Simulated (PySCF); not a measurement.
C5H3FO.
InChI=1S/C5H3FO/c1-3-5(7)4(2)6/h1H,2H2

Torsions of this conformer, `[CH:1]#[C:2][C:3](=[O:4])[C:5](=[CH2:6])[F:7]`: C2–C3–C5–C6 180°.

The closed-shell ground state was solved at several levels (PySCF, density fitting, gas phase, non-relativistic). Geometry: GFN2-xTB, one conformer, isolated molecule.

```
              level  basis functions  total energy (Eh)  HOMO (eV)  LUMO (eV)  gap (eV)  dipole (D)
CAM-B3LYP/def2-SVPD              170          -366.8789      -9.66      -1.70      7.96        1.63
        B3LYP/pcJ-1              219          -367.3025      -8.00      -2.89      5.11        1.61
```

Problem. What might PBE0/pcSseg-1 (134 basis functions) give for the same quantities?

Solution. Total energy -366.8454 Eh, HOMO -8.25 eV, LUMO -2.71 eV, gap 5.54 eV, dipole 1.60 D.

Problem. Over all these levels, which gives the widest orbital gap and which the narrowest?

Solution. CAM-B3LYP/def2-SVPD (range-separated hybrid) has the widest, 7.96 eV, and B3LYP/pcJ-1 (global hybrid, 20 % exact exchange) the narrowest, 5.11 eV. Functional and basis both differ between the two, so the spread mixes both effects.

Problem. How far do the dipole and the HOMO energy spread over the levels?

Solution. The dipole runs from 1.60 to 1.63 D (mean 1.61 D) and the HOMO from -9.66 to -8.00 eV.
